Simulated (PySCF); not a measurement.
A PySCF script (with the pyscf-properties extension) for the NMR shieldings of `C([BH2-][N+]#CCCC)#N`, C$_{5}$H$_{9}$BN$_{2}$, on a GFN2-xTB geometry:

```python
import basis_set_exchange as bse
import numpy as np
from pyscf import gto, dft
from pyscf.prop import nmr

atoms = """
C    -2.355287   -0.503899    0.181208
C    -1.819538    0.485255   -0.845498
C    -0.636147    1.297085   -0.290593
C     0.480079    0.450178    0.006232
N     1.350407   -0.265671    0.232190
B     2.515063   -1.115059    0.535014
C     3.727496   -0.137779    0.572469
N     4.626626    0.574481    0.604951
H    -1.587156   -1.220768    0.463144
H    -2.688165    0.014141    1.078132
H    -3.199933   -1.050931   -0.229293
H    -2.607207    1.184103   -1.132252
H    -1.501352   -0.050248   -1.741843
H    -0.934192    1.814144    0.627235
H    -0.314583    2.047073   -1.019680
H     2.320833   -1.608761    1.602487
H     2.616058   -1.901313   -0.354890
"""
names = dict.fromkeys(["C", "N", "B", "H"], "pcSseg-1")
basis = {el: gto.basis.parse(bse.get_basis(n, elements=[el], fmt="nwchem")) for el, n in names.items()}
mol = gto.M(atom=atoms, basis=basis, charge=0, verbose=0)
mf = dft.RKS(mol, xc="PBE0")
mf.grids.level = 2
mf.grids.alignment = dft.numint.BLKSIZE   # the property module wants whole blocks of grid points
mf.conv_tol = 1e-9
mf.kernel()

calc = nmr.RKS(mf)   # GIAO
C = mf.mo_coeff
Co = C[:, mf.mo_occ > 0]
resp = mf.gen_response(singlet=True, hermi=2)
def vind(x):   # induced exchange potential for any number of trial vectors
    d = np.einsum("pi,xij,qj->xpq", C, 2 * x.reshape(-1, C.shape[1], Co.shape[1]), Co, optimize=True)
    return np.einsum("xpq,pi,qj->xij", resp(d - d.transpose(0, 2, 1)), C, Co, optimize=True).ravel()
mo1, _ = nmr.rhf.solve_mo1(calc, with_cphf=vind)
sigma = calc.kernel(mo1)
for i, s in enumerate(sigma):   # ppm
    print("%2d %-2s %9.2f" % (i, mol.atom_pure_symbol(i), np.trace(s) / 3))
```

Question: What are the results?

Answer: 
```
 0 C     171.28
 1 C     163.47
 2 C     166.37
 3 C      64.44
 4 N      43.91
 5 B     142.28
 6 C      55.01
 7 N     -62.73
 8 H      30.37
 9 H      30.79
10 H      30.26
11 H      29.90
12 H      29.92
13 H      29.20
14 H      28.71
15 H      29.32
16 H      29.37
```

These numbers come from an equivalent density-fitted implementation of the same equations, which agrees with the script to about 0.01 ppm for H and up to a few tenths of a ppm for heavy atoms, so last digits may differ.

Size and cost of the density-fitted run: 181 basis functions, 59 s wall time on 1 thread of an Arm Neoverse N1, shared host; peak memory 0.81 GiB.
